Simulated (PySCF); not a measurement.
Bonding in `CC1=C[C@@H](C)[SiH2]NC1`

Compound: C6H13NSi.
Numbering: `[CH3:1][C:2]1=[CH:3][C@@H:4]([CH3:5])[SiH2:6][NH:7][CH2:8]1` (hydrogens: H9, H10, H11 on C1; H12 on C3; H13 on C4; H14, H15, H16 on C5; H17, H18 on Si6; H19 on N7; H20, H21 on C8)

Structure used (GFN2-xTB), in Å, numbered top down from 1:
```
atom  x, y, z in Å
C1     2.4105    1.1345   -0.3792
C2     1.1932    0.3537    0.0358
C3     0.0191    0.9482    0.2015
C4    -1.2657    0.3147    0.6335
C5    -2.4622    1.1082    0.1181
Si6   -1.2699   -1.5045    0.0910
N7     0.3329   -1.9432    0.5016
C8     1.4828   -1.1098    0.2271
H9     2.7839    0.7782   -1.3397
H10    3.2100    1.0132    0.3517
H11    2.1818    2.1932   -0.4687
H12   -0.0362    2.0163    0.0188
H13   -1.2943    0.3482    1.7297
H14   -2.4594    1.1434   -0.9693
H15   -2.4445    2.1321    0.4918
H16   -3.3924    0.6436    0.4384
H17   -2.1394   -2.3648    0.8948
H18   -1.6470   -1.5935   -1.3320
H19    0.5875   -2.9184    0.5193
H20    2.0094   -1.4648   -0.6745
H21    2.1908   -1.2118    1.0645
```

Bond orders from the PBE0/pcSseg-1 density (PySCF). Geometry: GFN2-xTB, one conformer, isolated molecule.

**Question.** How far do the computed orders between heavy atoms stray from the drawn ones?

**Answer.** The largest departure is 0.131, at C4–Si6 (drawn single, 0.869). Drawn single, order below 0.88: C4–Si6 (0.869).

**Question.** Give the Mayer order of every bond, beside its length.

**Answer.** 
```tsv
bond	drawn as	length (Å)	Mayer order
C1–C2	single	1.505	1.080
C2–C3	double	1.326	1.880
C3–C4	single	1.496	0.996
C4–C5	single	1.525	1.040
C4–Si6	single	1.898	0.869
Si6–N7	single	1.712	1.024
N7–C8	single	1.446	0.963
C8–C2	single	1.504	1.037
C1–H9	single	1.090	0.950
C1–H10	single	1.090	0.951
C1–H11	single	1.087	0.962
C3–H12	single	1.085	0.947
C4–H13	single	1.097	0.916
C5–H14	single	1.088	0.967
C5–H15	single	1.090	0.963
C5–H16	single	1.088	0.964
Si6–H17	single	1.464	0.930
Si6–H18	single	1.475	0.886
N7–H19	single	1.008	0.925
C8–H20	single	1.103	0.932
C8–H21	single	1.101	0.925
```

By pair of heavy elements: C–C: lowest C3–C4 (0.996, 1.496 Å), highest C2–C3 (1.880, 1.326 Å); in 3 of the 10 pairs the longer bond (by over 0.003 Å) has the higher order (by 0.02 or more).

**Question.** Sum the orders of all bonds at each heavy atom with more than one neighbour and set the sums beside the valence in the SMILES.

**Answer.** C1 3.943 (drawn 4), C2 3.997 (drawn 4), C3 3.823 (drawn 4), C4 3.821 (drawn 4), C5 3.934 (drawn 4), Si6 3.709 (drawn 4), N7 2.912 (drawn 3), C8 3.857 (drawn 4). Orders between atoms that aren't bonded are not in these sums.

Mayer orders depend on the basis set.
